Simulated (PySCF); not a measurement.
C2H9AlO3, singlet (GFN2-xTB optimised geometry):

```
15

Al    -0.329     0.190     0.000
C     -1.199    -1.424     0.820
H     -2.227    -1.578     0.491
H     -1.249    -1.320     1.904
H     -0.667    -2.358     0.635
O     -1.252     1.568     0.000
H     -1.745     2.358     0.150
O      1.341     0.190     0.000
H      2.227     0.291     0.307
C     -1.414    -0.371    -2.868
O     -0.391    -0.251    -1.909
H     -1.167     0.182    -3.778
H     -2.303     0.060    -2.415
H     -1.608    -1.418    -3.115
H      0.445    -0.615    -2.206
```

Method: PySCF with CAM-B3LYP/def2-TZVP.

**Question.** What are the frontier orbital energies and the dipole moment?

**Answer.** HOMO-2 -9.66 eV, HOMO-1 -9.38 eV, HOMO -8.25 eV, LUMO 1.16 eV, LUMO+1 2.20 eV; dipole moment 3.98 D.

On the same geometry PBE/def2-TZVP run with PySCF gives HOMO-2 -6.41 eV, HOMO-1 -6.16 eV, HOMO -5.51 eV, LUMO -0.51 eV, LUMO+1 0.63 eV; dipole moment 3.83 D.

Meta-Löwdin charges at CAM-B3LYP/def2-TZVP: Al1 1.09, C2 -0.68, H3 0.10, H4 0.11, H5 0.10, O6 -0.82, H7 0.35, O8 -0.83, H9 0.35, C10 -0.11, O11 -0.43, H12 0.12, H13 0.15, H14 0.12, H15 0.38.
